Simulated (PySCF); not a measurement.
Cl₂Si, charge -1, doublet, at a GFN2-xTB geometry (a state made from the parent by changing its charge; the spin is typed, not shown lowest) (in this run its highest filled SCF level lies above zero, so its values depend strongly on the basis, on diffuse functions most of all), with bond 3-1 at 1.3 times its length. Base run: R2SCAN/def2-SVP in PySCF.

Here is a job for PySCF.
```python
from pyscf import gto, scf, dft

mol = gto.Mole()
mol.atom = '''
    Si    0.001929    0.007227    1.067714
    Cl    1.178613    1.407333   -0.451322
    Cl   -1.534840   -1.839438   -0.876677
'''
mol.basis = 'def2-svp'
mol.charge = -1
mol.spin = 1
mol.verbose = 4
mol.build()

mf = dft.UKS(mol)
mf.xc = 'r2scan'
mf.kernel()
```

Each row names what was changed in the base input (with any setting that the change needs).

```csv
change,ΔE vs base (µEh),SCF cycles,<S^2>,outcome
base,0.0,13,0.758,converged
solver = newton,0.0,-,0.758,converged
damp = 0.5; diis_start_cycle = 5,0.0,14,0.758,converged
init_guess = mod_huckel,0.0,14,0.758,converged
init_guess = vsap,0.0,13,0.758,converged
level_shift = 0.3 (with mf.max_cycle = 100),0.0,21,0.758,converged
conv_tol = 1e-6,0.1,9,0.758,converged
DIIS = EDIIS,-,50,-,not converged
level_shift = 0.1 (with mf.max_cycle = 100),0.0,16,0.758,converged
conv_tol_grad = 1e-3,0.0,13,0.758,converged
diis_space = 4,0.0,15,0.758,converged
init_guess = 1e,0.0,19,0.758,converged
level_shift = 0.5 (with mf.max_cycle = 100),0.0,32,0.758,converged
```

Open shells are given as the SCF converged; they aren't shown to be the lowest states, and a large step between rows can be another state.
